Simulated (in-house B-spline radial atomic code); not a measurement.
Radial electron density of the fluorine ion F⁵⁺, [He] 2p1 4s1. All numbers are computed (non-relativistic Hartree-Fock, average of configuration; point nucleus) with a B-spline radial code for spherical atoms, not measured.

Columns: r (bohr), 4πr²n(r) (electrons per bohr), bar.

```
  0.0067   0.2152 #
 0.00806    0.304 #
 0.00969   0.4267 ##
  0.0116   0.5909 ###
   0.014   0.8244 ####
  0.0168    1.129 #####
  0.0202    1.536 #######
  0.0243    2.065 ##########
  0.0292    2.732 #############
  0.0351    3.554 #################
  0.0422    4.527 #####################
  0.0507     5.62 ###########################
   0.061     6.78 ################################
  0.0733    7.882 #####################################
  0.0881    8.783 ##########################################
   0.106    9.308 ############################################
   0.127    9.296 ############################################
   0.153    8.656 #########################################
   0.184    7.448 ###################################
   0.221    5.896 ############################
   0.266    4.301 ####################
    0.32     3.01 ##############
   0.384    2.201 ##########
   0.462    1.799 #########
   0.555    1.601 ########
   0.667    1.377 #######
   0.802    1.039 #####
   0.964   0.6722 ###
    1.16   0.4164 ##
    1.39   0.3005 #
    1.67    0.198 #
    2.01  0.04972 
    2.42  0.01774 
    2.91   0.2155 #
     3.5   0.4095 ##
     4.2   0.3502 ##
    5.05   0.1552 #
    6.07  0.03538 
     7.3 0.003854 
    8.77 0.0001836 
    10.5 3.599e-06 
    12.7 1.777e-08
```

On this grid the curve has 2 maxima, near 0.106, 3.5 bohr.

The 2p radial function P(r) = rR(r), positive near the nucleus:

```csv
r (bohr),P
0.0067,0.001442
0.00969,0.002975
0.014,0.006093
0.0202,0.01234
0.0292,0.02478
0.0422,0.0489
0.061,0.0942
0.0881,0.1752
0.127,0.31
0.184,0.518
0.266,0.7883
0.384,1.055
0.555,1.179
0.802,1.01
1.16,0.588
1.67,0.1992
2.42,0.02941
3.5,0.001248
```
